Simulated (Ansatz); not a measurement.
System: SiF₂, net charge 0, singlet state. SMILES: F[Si]F
Geometry: optimised at B3LYP-D3(BJ)/def2-TZVP (Ansatz, a first-principles code).

Wanted: atomisation energy, in kcal/mol. Conventions: no spin-orbit coupling; 6-31G* and kin with 6d, 5d where marked; atomisation electronic, to ground-state atoms; UHF or UKS for open shells; dispersion terms only where a functional's name holds one; non-relativistic. First-principles rows: single points at B3LYP-D3(BJ) geometries (Ansatz).

```csv
species,coefficient,"E at PBE/6-31G* (Ansatz), Eh","E at wB97X-V/def2-TZVPD (Ansatz), Eh"
F[Si]F,-1,-488.90227,-489.25960
F atom,+2,-99.61359,-99.73522
Si atom,+1,-289.20204,-289.31750
```

 1 Eh = 627.5095 kcal/mol.

Task: Work the quantity out at each level.

Result: 
- PBE/6-31G*: the sum of coefficient times E is 0.47305 Eh, or 296.84 kcal/mol. Result: 296.8 kcal/mol.
- wB97X-V/def2-TZVPD: the sum of coefficient times E is 0.47166 Eh, or 295.97 kcal/mol. Result: 296.0 kcal/mol.
